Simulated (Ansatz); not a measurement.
CH₆OSSn, SMILES `O[CH2][SnH2][SH]`. Total charge 0; spin multiplicity 1. Sn: def2 effective core potential. Geometry: relaxed with PBE0-D4/def2-TZVP. It is one conformer, not always the lowest.

```xyz
10

O     0.081    1.573   -0.952
C    -0.222    0.248   -1.304
Sn   -0.312   -0.986    0.484
S     1.393    0.117    1.815
H     0.815    1.560   -0.322
H    -1.193    0.248   -1.800
H     0.514   -0.184   -1.992
H     0.193   -2.606    0.289
H    -1.780   -0.890    1.347
H     0.511    0.918    2.435
```

What is the dipole moment at ωB97M-V/def2-TZVPP? (Estimate.)

The calculation gave: 1.71 D, with components (-0.97, -1.34, -0.41) D in this frame, pointing from negative to positive charge.

And with PBE, r2SCAN, B3LYP? (An estimate is asked.)

Ansatz gave: PBE 1.44 D, r2SCAN 1.56 D, B3LYP 1.61 D.

Give the Mulliken charges with ωB97M-V, B3LYP, r2SCAN in def2-TZVPP. (Estimate.)

Computed: 
```csv
atom,ωB97M-V,B3LYP,r2SCAN
O1,-0.32,-0.34,-0.35
C2,-0.24,-0.22,-0.12
Sn3,0.52,0.67,0.63
S4,-0.40,-0.42,-0.43
H5,0.19,0.19,0.20
H6,0.14,0.12,0.08
H7,0.14,0.11,0.08
H8,-0.08,-0.12,-0.11
H9,-0.07,-0.12,-0.11
H10,0.14,0.12,0.13
```

B3LYP here is the variant with VWN-RPA as its local correlation; programs differ in this.
